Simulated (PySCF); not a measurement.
C$_{2}$H$_{3}$ (SMILES [CH]=C), doublet (typed; the unrestricted solution is spin-contaminated), at a GFN2-xTB geometry; CCSD/pcseg-1 run with PySCF.

Here is a job for PySCF.
```python
from pyscf import gto, scf, cc

mol = gto.M(
    atom='''
C     0.052544   -0.574335   -0.017338
C     0.036991    0.712736    0.021975
H    -0.843871   -1.201497   -0.040558
H     0.974659   -1.139616   -0.030490
H    -0.667997    1.510703    0.043223
''',
    basis='pcseg-1',
    charge=0,
    spin=1,
    verbose=4,
)

mf = scf.UHF(mol)
mf.kernel()

mycc = cc.CCSD(mf)
mycc.kernel()
print('E(CCSD) = %.10f' % mycc.e_tot)
mf.analyze()
```

It wrote (shortened):

```
PySCF version 2.14.0

[INPUT] verbose = 4
[INPUT] num. atoms = 5
[INPUT] num. electrons = 15
[INPUT] charge = 0
[INPUT] spin (= nelec alpha-beta = 2S) = 1
[INPUT] symmetry False subgroup None
[INPUT] Mole.unit = angstrom
[INPUT] Symbol           X                Y                Z      unit          X                Y                Z       unit  Magmom
[INPUT]  1 C      0.052544000000  -0.574335000000  -0.017338000000 AA    0.099293769489  -1.085335853752  -0.032764071548 Bohr   0.0
[INPUT]  2 C      0.036991000000   0.712736000000   0.021975000000 AA    0.069902859074   1.346875839118   0.041526731587 Bohr   0.0
[INPUT]  3 H     -0.843871000000  -1.201497000000  -0.040558000000 AA   -1.594685074463  -2.270500269487  -0.076643512160 Bohr   0.0
[INPUT]  4 H      0.974659000000  -1.139616000000  -0.030490000000 AA    1.841838574842  -2.153562127172  -0.057617749538 Bohr   0.0
[INPUT]  5 H     -0.667997000000   1.510703000000   0.043223000000 AA   -1.262331382031   2.854814925559   0.081679632282 Bohr   0.0

nuclear repulsion = 28.7402723126225
number of shells = 12
number of NR pGTOs = 71
number of NR cGTOs = 43
basis = pcseg-1
ecp = {}

******** <class 'pyscf.scf.uhf.UHF'> ********
method = UHF
initial guess = minao
damping factor = 0
level_shift factor = 0
DIIS = <class 'pyscf.scf.diis.CDIIS'>
diis_start_cycle = 1
diis_space = 8
diis_damp = 0
SCF conv_tol = 1e-09
SCF conv_tol_grad = None
SCF max_cycles = 50
direct_scf = True
direct_scf_tol = 1e-13
number electrons alpha = 8  beta = 7
Set gradient conv threshold to 3.16228e-05
init E= -77.4906581321037

cycle= 1 E= -77.3267885647532  delta_E= 0.164  |g|= 0.19  |ddm|= 1.46
cycle= 2 E= -77.3602458997655  delta_E= -0.0335  |g|= 0.0654  |ddm|= 0.267
cycle= 3 E= -77.3658456670464  delta_E= -0.0056  |g|= 0.0262  |ddm|= 0.117
cycle= 4 E= -77.3670077535512  delta_E= -0.00116  |g|= 0.0152  |ddm|= 0.0486
cycle= 5 E= -77.3677303750985  delta_E= -0.000723  |g|= 0.0117  |ddm|= 0.0356
cycle= 6 E= -77.3684473829649  delta_E= -0.000717  |g|= 0.01  |ddm|= 0.0401
cycle= 7 E= -77.3694170062563  delta_E= -0.00097  |g|= 0.00758  |ddm|= 0.0662
cycle= 8 E= -77.3701286327857  delta_E= -0.000712  |g|= 0.00325  |ddm|= 0.0879
cycle= 9 E= -77.3701822862014  delta_E= -5.37e-05  |g|= 0.00113  |ddm|= 0.0212
cycle= 10 E= -77.3701874982115  delta_E= -5.21e-06  |g|= 0.000435  |ddm|= 0.00685
cycle= 11 E= -77.3701879703141  delta_E= -4.72e-07  |g|= 0.00011  |ddm|= 0.00201
cycle= 12 E= -77.3701879958716  delta_E= -2.56e-08  |g|= 2.92e-05  |ddm|= 0.000537
cycle= 13 E= -77.3701879972662  delta_E= -1.39e-09  |g|= 1.56e-05  |ddm|= 0.000323
cycle= 14 E= -77.370187998589  delta_E= -1.32e-09  |g|= 6.7e-06  |ddm|= 0.000209
cycle= 15 E= -77.3701879988596  delta_E= -2.71e-10  |g|= 1.86e-06  |ddm|= 5.94e-05
Extra cycle  E= -77.370187998863  delta_E= -3.38e-12  |g|= 1.04e-06  |ddm|= 2.5e-06
converged SCF energy = -77.370187998863  <S^2> = 0.90491574  2S+1 = 2.1493401

******** <class 'pyscf.cc.uccsd.UCCSD'> ********
CC2 = 0
CCSD nocc = (np.int64(8), np.int64(7)), nmo = (43, 43)
max_cycle = 50
direct = 0
conv_tol = 1e-07
conv_tol_normt = 1e-06
diis_space = 6
diis_start_cycle = 0
diis_start_energy_diff = 1e+09
Init t2, MP2 energy = -0.23831621619149
Init E_corr(UCCSD) = -0.238316216192376
cycle = 1  E_corr(UCCSD) = -0.256522247752482  dE = -0.0182060316  norm(t1,t2) = 0.0732432
cycle = 2  E_corr(UCCSD) = -0.264074054928518  dE = -0.00755180718  norm(t1,t2) = 0.0369114
cycle = 3  E_corr(UCCSD) = -0.270278518133662  dE = -0.00620446321  norm(t1,t2) = 0.0271542
cycle = 4  E_corr(UCCSD) = -0.271742534832192  dE = -0.0014640167  norm(t1,t2) = 0.0115883
cycle = 5  E_corr(UCCSD) = -0.271437421197811  dE = 0.000305113634  norm(t1,t2) = 0.00525427
cycle = 6  E_corr(UCCSD) = -0.271594023391469  dE = -0.000156602194  norm(t1,t2) = 0.00162503
cycle = 7  E_corr(UCCSD) = -0.271605210993753  dE = -1.11876023e-05  norm(t1,t2) = 0.000696355
cycle = 8  E_corr(UCCSD) = -0.2716101534283  dE = -4.94243455e-06  norm(t1,t2) = 0.000375675
cycle = 9  E_corr(UCCSD) = -0.271613275407448  dE = -3.12197915e-06  norm(t1,t2) = 0.000159837
cycle = 10  E_corr(UCCSD) = -0.271614235028075  dE = -9.59620627e-07  norm(t1,t2) = 4.46901e-05
cycle = 11  E_corr(UCCSD) = -0.271613617118667  dE = 6.17909407e-07  norm(t1,t2) = 1.7165e-05
cycle = 12  E_corr(UCCSD) = -0.271612825419625  dE = 7.91699043e-07  norm(t1,t2) = 6.85629e-06
cycle = 13  E_corr(UCCSD) = -0.271612516213198  dE = 3.09206427e-07  norm(t1,t2) = 2.98933e-06
cycle = 14  E_corr(UCCSD) = -0.271612528159217  dE = -1.1946019e-08  norm(t1,t2) = 1.31743e-06
cycle = 15  E_corr(UCCSD) = -0.271612578808924  dE = -5.06497067e-08  norm(t1,t2) = 4.3265e-07
UCCSD converged
E(UCCSD) = -77.6418005776719  E_corr = -0.2716125788089235
E(CCSD) = -77.6418005777
**** SCF Summaries ****
Total Energy =                         -77.370187998862974
Nuclear Repulsion Energy =              28.740272312622515
One-electron Energy =                 -160.027388166754264
Two-electron Energy =                   53.916927855268781
Two-electron Coulomb Energy =           65.318295862530107
DFT Exchange-Correlation Energy =      -11.401368007261325
**** MO energy ****
                             alpha | beta                alpha | beta
MO #1   energy= -11.2479092841443  | -11.2316586076025  occ= 1 | 1
MO #2   energy= -11.2188277052846  | -11.2115980838485  occ= 1 | 1
MO #3   energy= -1.05955634324245  | -1.02610031529754  occ= 1 | 1
MO #4   energy= -0.794997357026015 | -0.747249772573865 occ= 1 | 1
MO #5   energy= -0.644504637527221 | -0.623068884028966 occ= 1 | 1
MO #6   energy= -0.606666308717903 | -0.572608696406824 occ= 1 | 1
MO #7   energy= -0.412119682941984 | -0.3983875942194   occ= 1 | 1
MO #8   energy= -0.398273144746456 | 0.117901016487573  occ= 1 | 0
MO #9   energy= 0.161962496682456  | 0.18240650727564   occ= 0 | 0
MO #10  energy= 0.181428121207945  | 0.185108270970014  occ= 0 | 0
MO #11  energy= 0.194358064725028  | 0.202331753055065  occ= 0 | 0
MO #12  energy= 0.231007545569164  | 0.236111428599294  occ= 0 | 0
MO #13  energy= 0.417354811070396  | 0.436179522276175  occ= 0 | 0
MO #14  energy= 0.517500813114131  | 0.547148107268946  occ= 0 | 0
MO #15  energy= 0.605879052530479  | 0.621567873985265  occ= 0 | 0
MO #16  energy= 0.615646042904067  | 0.638191928727026  occ= 0 | 0

To work with the spin densities directly, `use mulliken_meta_spin()` only printing them here.

 ** Mulliken spin pop alpha/beta on meta-lowdin orthogonal AOs **
 ** Mulliken Spin Density (per AO)  **
spin_pop of  0 C 1s        0.00000
spin_pop of  0 C 2s       -0.04470
spin_pop of  0 C 3s        0.00099
spin_pop of  0 C 2px      -0.04865
spin_pop of  0 C 2py      -0.03958
spin_pop of  0 C 2pz      -0.37165
spin_pop of  0 C 3px       0.00085
spin_pop of  0 C 3py       0.00043
spin_pop of  0 C 3pz      -0.00446
spin_pop of  0 C 3dxy      0.00062
spin_pop of  0 C 3dyz      0.00044
spin_pop of  0 C 3dz^2     0.00078
spin_pop of  0 C 3dxz      0.00000
spin_pop of  0 C 3dx2-y2   -0.00007
spin_pop of  1 C 1s       -0.00000
spin_pop of  1 C 2s        0.16837
spin_pop of  1 C 3s        0.00260
spin_pop of  1 C 2px       0.69672
spin_pop of  1 C 2py       0.14147
spin_pop of  1 C 2pz       0.37388
spin_pop of  1 C 3px       0.00550
spin_pop of  1 C 3py       0.00093
spin_pop of  1 C 3pz       0.00281
spin_pop of  1 C 3dxy     -0.00063
spin_pop of  1 C 3dyz     -0.00060
spin_pop of  1 C 3dz^2     0.00012
spin_pop of  1 C 3dxz     -0.00005
spin_pop of  1 C 3dx2-y2   -0.00074
spin_pop of  2 H 1s        0.09172
spin_pop of  2 H 2s        0.00050
spin_pop of  2 H 2px       0.00015
spin_pop of  2 H 2py      -0.00009
spin_pop of  2 H 2pz      -0.00016
spin_pop of  3 H 1s        0.05318
spin_pop of  3 H 2s        0.00049
spin_pop of  3 H 2px       0.00010
spin_pop of  3 H 2py       0.00001
spin_pop of  3 H 2pz      -0.00015
spin_pop of  4 H 1s       -0.03188
spin_pop of  4 H 2s        0.00060
spin_pop of  4 H 2px      -0.00041
spin_pop of  4 H 2py       0.00043
spin_pop of  4 H 2pz       0.00013
 ** Mulliken Spin Density (per atom)  **
spin density of  0 C =     -0.50500
spin density of  1 C =      1.39038
spin density of  2 H =      0.09212
spin density of  3 H =      0.05363
spin density of  4 H =     -0.03113
 ** Mulliken pop alpha/beta on meta-lowdin orthogonal AOs **
 ** Mulliken pop       alpha | beta **
In total             8.00000 | 7.00000
 ** Mulliken atomic charges   ( Nelec_alpha | Nelec_beta ) **
charge of  0C =     -0.20802  (     2.85151      3.35651 )
charge of  1C =     -0.11600  (     3.75319      2.36281 )
charge of  2H =      0.09761  (     0.49726      0.40513 )
charge of  3H =      0.10713  (     0.47325      0.41962 )
charge of  4H =      0.11928  (     0.42480      0.45593 )
Dipole moment(X, Y, Z, Debye): -0.58349, -0.23490, -0.00981
```
